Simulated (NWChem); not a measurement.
# Ionisation of I

```
I
```
Charge 0, spin multiplicity 2.

All runs are NWChem calculations.

Basis set: def2-TZVPD. The species with one electron less has spin multiplicity 3. Δ marks differences of total energies (open shells unrestricted).

Effective core potentials replace the inner electrons of I; spin-orbit coupling is left out. The stability of the SCF solutions was not checked.

### Question
One of these methods gave a first vertical ionisation energy of 10.50 eV. Which?
A. evGW@PBE0
B. ΔBHandHLYP
C. G0W0@PBE
D. G0W0@PBE0

### Answer
B, ΔBHandHLYP. The others give 9.91 (G0W0@PBE), 10.11 (G0W0@PBE0), 10.26 (evGW@PBE0).
